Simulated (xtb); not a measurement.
CClF$_{2}$ (SMILES F[C](F)Cl), doublet, at a GFN2-xTB geometry, atoms displaced at random by about 0.05 Å a coordinate; xtb 6.7.1 with GFN2-xTB.

Input for xtb:
```
$ xtb mol.xyz --gfn 2 --uhf 1 --opt --input xcontrol --json

# file mol.xyz
4

F     -1.22702032    -0.99592145     0.03077882
C     -0.42993371     0.08247377     0.35692337
F     -0.94554013     1.23703638    -0.18327555
Cl     1.30479540    -0.08694590    -0.02676470

# file xcontrol
$opt
  engine=inertial
$end
```

What the program printed (banner, timings and long lists left out):

```
   ID    Z sym.   atoms
    1    9 F      1, 3
    2    6 C      2
    3   17 Cl     4

           -------------------------------------------------
          |                Calculation Setup                |
           -------------------------------------------------

           -------------------------------------------------
          |                 G F N 2 - x T B                 |
           -------------------------------------------------

          ...................................................
          :                      SETUP                      :
          :.................................................:
          :  # basis functions                  22          :
          :  # atomic orbitals                  21          :
          :  # shells                            9          :
          :  # electrons                        25          :
          :  max. iterations                   250          :
          :  Hamiltonian                  GFN2-xTB          :
          :  restarted?                      false          :
          :  GBSA solvation                  false          :
          :  PC potential                    false          :
          :  electronic temp.          300.0000000     K    :
          :  accuracy                    1.0000000          :
          :  -> integral cutoff          0.2500000E+02      :
          :  -> integral neglect         0.1000000E-07      :
          :  -> SCF convergence          0.1000000E-05 Eh   :
          :  -> wf. convergence          0.1000000E-03 e    :
          :  Broyden damping             0.4000000          :
          :  net charge                          0          :
          :  unpaired electrons                  1          :
          ...................................................

 iter      E             dE          RMSdq      gap      omega  full diag
   1    -16.0678714 -0.160679E+02  0.445E+00    5.03       0.0  T
   2    -16.0785890 -0.107177E-01  0.270E+00    5.28       1.0  T
   3    -16.0804218 -0.183284E-02  0.151E+00    5.13       1.0  T
   4    -16.0829364 -0.251456E-02  0.269E-01    5.24       1.0  T
   5    -16.0829807 -0.442781E-04  0.210E-01    5.26       1.0  T
   6    -16.0830555 -0.748033E-04  0.106E-01    5.29       1.0  T
   7    -16.0830744 -0.189117E-04  0.171E-02    5.32       2.9  T
   8    -16.0830746 -0.191111E-06  0.545E-03    5.32       9.2  T
   9    -16.0830746 -0.280324E-07  0.344E-03    5.32      14.5  T
[...]
 * total energy  :   -16.0706320 Eh     change    :  -0.8227163E-05 Eh
 * total energy  :   -16.0706410 Eh     change    :  -0.8975361E-05 Eh
 * total energy  :   -16.0706508 Eh     change    :  -0.9818672E-05 Eh
 * total energy  :   -16.0706617 Eh     change    :  -0.1087572E-04 Eh
 * total energy  :   -16.0706735 Eh     change    :  -0.1188710E-04 Eh
 * total energy  :   -16.0706855 Eh     change    :  -0.1193071E-04 Eh
 * total energy  :   -16.0706951 Eh     change    :  -0.9630187E-05 Eh
 * total energy  :   -16.0706997 Eh     change    :  -0.4548292E-05 Eh
 * total energy  :   -16.0706991 Eh     change    :   0.5894980E-06 Eh
 * total energy  :   -16.0706992 Eh     change    :  -0.1646221E-06 Eh
 * total energy  :   -16.0706995 Eh     change    :  -0.2903493E-06 Eh
 * total energy  :   -16.0706999 Eh     change    :  -0.3482655E-06 Eh
   *** GEOMETRY OPTIMIZATION CONVERGED AFTER 38 CYCLES ***
         :: total energy             -16.070699870845 Eh    ::
[...]
        18                         -0.0382179              -1.0400
        19                          0.0922897               2.5113
        20                          0.1245517               3.3892
        21                          0.1733024               4.7158
      -------------------------------------------------------------
                  HL-Gap            0.2066532 Eh            5.6233 eV
             Fermi-level           -0.3603504 Eh           -9.8056 eV

     #   Z          covCN         q      C6AA      α(0)
     1   9 F        0.808    -0.144    10.673     3.859
     2   6 C        2.460     0.306    22.061     7.666
     3   9 F        0.807    -0.144    10.672     3.859
     4  17 Cl       0.935    -0.018    99.744    15.279

 Mol. C6AA /au·bohr⁶  :        443.451799
 Mol. C8AA /au·bohr⁸  :      13471.184920
 Mol. α(0) /au        :         30.663528

Wiberg/Mayer (AO) data.
largest (>0.10) Wiberg bond orders for each atom

 ---------------------------------------------------------------------------
     #   Z sym  total        # sym  WBO       # sym  WBO       # sym  WBO
 ---------------------------------------------------------------------------
     1   9 F    1.201 --     2 C    1.065
     2   6 C    3.294 --     4 Cl   1.164     3 F    1.065     1 F    1.065
     3   9 F    1.201 --     2 C    1.065
     4  17 Cl   1.317 --     2 C    1.164
 ---------------------------------------------------------------------------

Topologies differ in total number of bonds
Writing topology from bond orders to xtbtopo.mol

molecular dipole:
                 x           y           z       tot (Debye)
 q only:        0.307      -0.010       0.219
   full:        0.541      -0.048       0.081       1.395
molecular quadrupole (traceless):
                xx          xy          yy          xz          yz          zz
 q only:       -0.564      -0.024      -0.692      -0.298       0.229       1.255
  q+dip:       -0.237      -0.188      -1.778      -0.567       0.424       2.016
   full:        0.070      -0.243      -1.883      -0.701       0.430       1.813

optimized geometry written to: xtbopt.xyz

           -------------------------------------------------
          | TOTAL ENERGY              -16.070699870845 Eh   |
          | GRADIENT NORM               0.000872724952 Eh/α |
          | HOMO-LUMO GAP               5.623318901481 eV   |
           -------------------------------------------------

normal termination of xtb
```
